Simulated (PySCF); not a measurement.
## Electronic absorption of C5H8O2

Compound: C5H8O2.
Z-matrix (Å and degrees, GFN2-xTB geometry), rows numbered from 1:
```
C 
C   1  1.3230
O   2  1.3552  1  128.64
C   3  1.4124  2  117.62  1     0.50
C   4  1.5279  3  108.28  2   179.80
C   5  1.5039  4  111.77  3   -66.01
O   6  1.1974  5  125.09  4  -137.45
H   1  1.0731  2  119.88  3   179.95
H   1  1.0748  2  123.59  3    -0.09
H   2  1.0816  1  122.07  3  -179.92
H   4  1.0989  3  110.13  2    59.12
H   4  1.0987  3  109.97  2   -60.30
H   5  1.0903  4  110.57  3   170.96
H   5  1.0935  4  108.36  3    51.68
H   6  1.1055  5  113.15  4    43.15
```

Level of theory: TDDFT B3LYP/def2-SVPD, vertical, gas phase, core orbitals frozen in the response in PySCF.

Question: List the vertical singlet excitations with oscillator strengths and describe the spectrum.

Answer: 

| state | λ (nm) | E (eV) | f | main configurations (H = HOMO, L = LUMO) |
| --- | --- | --- | --- | --- |
| S1 | 295.1 | 4.20 | 0.0001 | H-1→L (86%), H→L (13%) |
| S2 | 245.3 | 5.05 | 0.0019 | H→L (87%), H-1→L (13%) |
| S3 | 192.2 | 6.45 | 0.040 | H→L+2 (90%) |
| S4 | 184.9 | 6.70 | 0.0008 | H→L+3 (90%) |
| S5 | 180.7 | 6.86 | 0.049 | H-1→L+1 (55%), H→L+1 (31%) |
| S6 | 178.3 | 6.95 | 0.031 | H-1→L+2 (73%), H→L+1 (9%) |
| S7 | 174.6 | 7.10 | 0.044 | H→L+4 (73%), H-1→L+1 (9%) |
| S8 | 171.7 | 7.22 | 0.221 | H→L+1 (42%), H-1→L+1 (24%), H-1→L+3 (11%) |

Triplets (Tamm–Dancoff): T1 3.60 eV, H-1→L (88%), H→L (10%); T2 4.57 eV, H→L+1 (89%); T3 5.04 eV, H→L (89%), H-1→L (10%).

The lowest singlet comes at 295 nm (405 kJ/mol) in the ultraviolet; it is dark (f under 0.0005); its leading configuration is HOMO-1→LUMO (86%). The strongest level in the table is S8 at 7.22 eV (172 nm, f = 0.221). It is the last of those listed, so stronger ones may follow. S1 has the pattern of n→π* at C=O. Weighted by f, the mean energy of these states is 7.05 eV. The oscillator strengths of these states sum to 0.389; summed over the whole spectrum of an exact calculation they would give the number of electrons, 54 (Thomas–Reiche–Kuhn). The listed states span 3.02 eV, and the widest gap between neighbours is 1.40 eV (S2 to S3). Singlets were solved by full linear response, triplets in the Tamm–Dancoff approximation.

The run took 59 s on one thread of an Arm Neoverse N1, on a shared host, and the process peaked at 0.83 GiB of memory.

One conformer stands for the species.
